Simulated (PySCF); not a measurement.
Delta-SCF ions had no search for a lower state. Excitations are Tamm–Dancoff values on a coarser integration grid. The basis has no diffuse functions, so Rydberg states are missing or too high.

Cartesian coordinates (Å):
```xyz
6

C     -1.0293    -0.0312     0.4367
C      0.2024    -0.3142     0.0632
C      1.4218     0.0454    -0.1577
O      2.5490     0.1924    -0.4050
H     -1.3339     0.9687     0.7453
H     -1.8066    -0.7926     0.4537
```
Charge 0, multiplicity 1.

What is the computed T1 excitation (TDA), S1 excitation (TDA), LUMO, HOMO–LUMO gap, vertical ionisation energy (Delta-SCF), total energy, S1–T1 gap (TDA) and brightest of the four lowest singlets (TDA) (PBE0-D4/def2-TZVP (PySCF))?


| Quantity | Result |
|---|---|
| T1 excitation (TDA) | 1.72 eV |
| S1 excitation (TDA) | 2.14 eV |
| LUMO | -2.75 eV |
| HOMO–LUMO gap | 4.08 eV |
| vertical ionisation energy (Delta-SCF) | 9.15 eV |
| total energy | -5184.07 eV |
| S1–T1 gap (TDA) | 0.42 eV |
| brightest of the four lowest singlets (TDA) | 7.19 eV |
